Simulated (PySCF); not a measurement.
# Dipole response of Cl (chlorine, neutral)

[Ne] 3s2 3p4 4s1, high-spin 4P determinant (an excited configuration). All numbers are calculated (PySCF 2.14, the non-relativistic Hamiltonian (point nucleus), in aug-cc-pV(Q+d)Z with one added diffuse shell each of s, p, d, f, g type (8s7p6d4f3g, 114 functions)). Coupled (time-dependent) response in atomic units; α is the mean over directions.

| method | mean α (bohr³) | α xx, yy, zz | C₆ (like pair) | S(−4) |
| --- | --- | --- | --- | --- |
| UHF | 546.0 | 590.0, 458.0, 590.0 | 10000 | 287900 |
| PBE | 417.8 | 445.6, 362.1, 445.6 | 6753 | 168000 |
| PBE0 | 461.0 | 492.5, 398.0, 492.5 | 7816 | 203900 |

S(−4) is the Cauchy moment in α(ω) = α(0) + S(−4) ω² + …

α(iu) at PBE0:

```json
{"u (hartree)": "0", "α(iu) (bohr³)": "461.0"}
{"u (hartree)": "0.0500", "α(iu) (bohr³)": "222.0"}
{"u (hartree)": "0.100", "α(iu) (bohr³)": "91.40"}
{"u (hartree)": "0.200", "α(iu) (bohr³)": "32.23"}
{"u (hartree)": "0.300", "α(iu) (bohr³)": "18.48"}
{"u (hartree)": "0.500", "α(iu) (bohr³)": "9.878"}
{"u (hartree)": "0.750", "α(iu) (bohr³)": "5.978"}
{"u (hartree)": "1.00", "α(iu) (bohr³)": "4.039"}
{"u (hartree)": "1.50", "α(iu) (bohr³)": "2.185"}
{"u (hartree)": "2.00", "α(iu) (bohr³)": "1.365"}
{"u (hartree)": "3.00", "α(iu) (bohr³)": "0.6872"}
{"u (hartree)": "5.00", "α(iu) (bohr³)": "0.2900"}
```

The components differ because the open shell of this determinant is not spherical; for a pure term their mean is the scalar polarisability.

The outer electron is Rydberg-like, and this basis confines it to a smaller radius and binds it less than a complete one would.
